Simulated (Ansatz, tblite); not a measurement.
Removing and adding an electron: SnH₂. The state is a singlet with charge 0. Geometry: r2SCAN-D4/def2-TZVP. Ansatz, gas phase; energy differences of separate SCF runs; the oxidised species was run as a doublet alone; the reduced species was run as a doublet alone.

```xyz
3

Sn    0.757    0.084    0.342
H    -0.907    0.222    0.934
H     0.150   -0.306   -1.276
```

In the def2 sets Sn takes a core potential; there is no spin–orbit coupling. The xTB rows come from tblite. Correlated methods freeze 4 core orbitals; core or outer-core shells of Sn are correlated, in sets that lack core-valence functions.

```json
{"level": "PBE-D4/def2-TZVP", "−HOMO (eV)": "5.69", "vertical IE (eV)": "8.93", "−LUMO (eV)": "3.77", "vertical EA (eV)": "–", "HOMO–LUMO gap (eV)": "1.92", "IE − EA (eV)": "–", "remarks": "–"}
{"level": "r2SCAN-D4/def2-TZVP", "−HOMO (eV)": "5.92", "vertical IE (eV)": "8.92", "−LUMO (eV)": "3.59", "vertical EA (eV)": "–", "HOMO–LUMO gap (eV)": "2.33", "IE − EA (eV)": "–", "remarks": "–"}
{"level": "r2SCAN-D4/def2-TZVPD", "−HOMO (eV)": "5.92", "vertical IE (eV)": "–", "−LUMO (eV)": "3.60", "vertical EA (eV)": "1.27", "HOMO–LUMO gap (eV)": "2.33", "IE − EA (eV)": "–", "remarks": "HOMO above zero (-1 doublet)"}
{"level": "PBE0-D4/def2-TZVP", "−HOMO (eV)": "6.64", "vertical IE (eV)": "8.94", "−LUMO (eV)": "2.98", "vertical EA (eV)": "–", "HOMO–LUMO gap (eV)": "3.66", "IE − EA (eV)": "–", "remarks": "–"}
{"level": "MP2/def2-TZVPD", "−HOMO (eV)": "–", "vertical IE (eV)": "–", "−LUMO (eV)": "–", "vertical EA (eV)": "1.03", "HOMO–LUMO gap (eV)": "–", "IE − EA (eV)": "–", "remarks": "restricted SCF unstable (singlet)"}
{"level": "CCSD/def2-TZVPP", "−HOMO (eV)": "–", "vertical IE (eV)": "8.96", "−LUMO (eV)": "–", "vertical EA (eV)": "–", "HOMO–LUMO gap (eV)": "–", "IE − EA (eV)": "–", "remarks": "restricted SCF unstable (singlet)"}
{"level": "CCSD(T)/def2-TZVPD", "−HOMO (eV)": "–", "vertical IE (eV)": "–", "−LUMO (eV)": "–", "vertical EA (eV)": "1.06", "HOMO–LUMO gap (eV)": "–", "IE − EA (eV)": "–", "remarks": "restricted SCF unstable (singlet)"}
```

Task: Estimate the rows for GFN1-xTB, GFN2-xTB, PBE-D4/def2-TZVPD, PBE0-D4/def2-TZVPD, MP2/def2-TZVPP, CCSD/def2-TZVPD, CCSD(T)/def2-TZVPP.

Result: 
```
             level  −HOMO (eV)  vertical IE (eV)  −LUMO (eV)  vertical EA (eV)  HOMO–LUMO gap (eV)  IE − EA (eV)                            remarks
          GFN1-xTB       11.39             15.08        7.96              3.93                3.43         11.15                                  –
          GFN2-xTB       10.77             14.56        7.79              3.78                2.98         10.78                                  –
 PBE-D4/def2-TZVPD        5.70                 –        3.78              1.14                1.92             –       HOMO above zero (-1 doublet)
PBE0-D4/def2-TZVPD        6.64                 –        2.98              1.17                3.66             –       HOMO above zero (-1 doublet)
    MP2/def2-TZVPP           –              9.02           –                 –                   –             –  restricted SCF unstable (singlet)
   CCSD/def2-TZVPD           –                 –           –              1.03                   –             –  restricted SCF unstable (singlet)
CCSD(T)/def2-TZVPP           –              9.00           –                 –                   –             –  restricted SCF unstable (singlet)
```

Run but left out: HF/def2-TZVPP, HF/def2-TZVPD (singlet: restricted singlet, unstable towards broken spin symmetry).   A HOMO above zero means that the electron is unbound at that level or that self-interaction error raises the level; the energy of removing that electron tells which. Raw xTB energy differences between charge states are shifted by several eV; the methods need an empirical correction for them.
